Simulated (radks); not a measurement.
Problem. These are the eigenvalues of the occupied orbitals of an atom or ion with whole-number occupations (hartree). Method: Dirac Kohn-Sham, PBE, spin-unpolarised, spherical densities, finite nucleus; Fermi nuclear charge, rms radius of each element as measured or else 0.836 A^(1/3) + 0.57 fm; computed with a radial shooting solver on a logarithmic mesh with Libxc functionals.

1s1/2: -932.4134
2s1/2: -139.0803
2p1/2: -129.3977
2p3/2: -122.9549
3s1/2: -27.23307
3p1/2: -23.38201
3p3/2: -22.24420
3d3/2: -15.42941
3d5/2: -15.20018
4s1/2: -5.55177
4p1/2: -4.32179
4p3/2: -4.12615
4d3/2: -2.21447
4d5/2: -2.18791

Which element is it, and in what charge state? The configuration may be excited. Open shells, if any, fill j = l - 1/2 first.

Solution. Z = 47, silver, charge +4: Ag4+ in [Kr] 4d7. The list shows which subshells hold electrons but not how many an open one holds; the 1s level, -932.41 hartree, gives Z - s = 43.2 by -(Z - s)^2/2, which with screening and relativity narrows Z to a few neighbours, and the depths of the outer levels then fix element, charge and occupations together.
